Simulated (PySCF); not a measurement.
Numbering as in the mapped SMILES `[CH2:1]=[CH:2][B@@H-:3]([F:4])[PH3+:5]`. Each H is labelled by its parent atom. Ha(C1) is cis to B3; Hb(C1) is trans to B3.

Geometry: PBE0-D3(BJ)/def2-SVP; GIAO absolute shieldings from PySCF, gas phase, non-relativistic, averaged over equivalent atoms.

At LC-wPBE/pcSseg-2 (285 basis functions, 84 s wall time on 1 thread of an Arm Neoverse N1, shared host):
```json
{"atoms": "C2", "σ (ppm)": "22.2"}
{"atoms": "C1", "σ (ppm)": "53.9"}
{"atoms": "B3", "σ (ppm)": "98.0"}
{"atoms": "F4", "σ (ppm)": "394.5"}
{"atoms": "P5", "σ (ppm)": "479.3"}
{"atoms": "H(C2)", "σ (ppm)": "24.31"}
{"atoms": "Hb(C1)", "σ (ppm)": "25.59"}
{"atoms": "Ha(C1)", "σ (ppm)": "26.19"}
{"atoms": "H(B3)", "σ (ppm)": "26.69"}
{"atoms": "H(P5)", "σ (ppm)": "27.44"}
```

Problem. Estimate the result of repeating the calculation with BHandHLYP/pcSseg-2.

Solution. 
```csv
atoms,σ at BHandHLYP/pcSseg-2,change
C2,22.9,+0.7
C1,55.8,+1.9
B3,99.6,+1.6
F4,393.9,-0.6
P5,465.2,-14.1
H(C2),24.65,+0.34
Hb(C1),25.92,+0.33
Ha(C1),26.54,+0.35
H(B3),27.05,+0.36
H(P5),27.61,+0.17
```

The largest change is at P5 (phosphorus bonded to B, 3 H). Cost: 285 basis functions, 47 s wall time on 1 thread of an Arm Neoverse N1, shared host.

A carbon bonded to boron is broadened by the quadrupolar boron nucleus and is often missing from a measured spectrum.
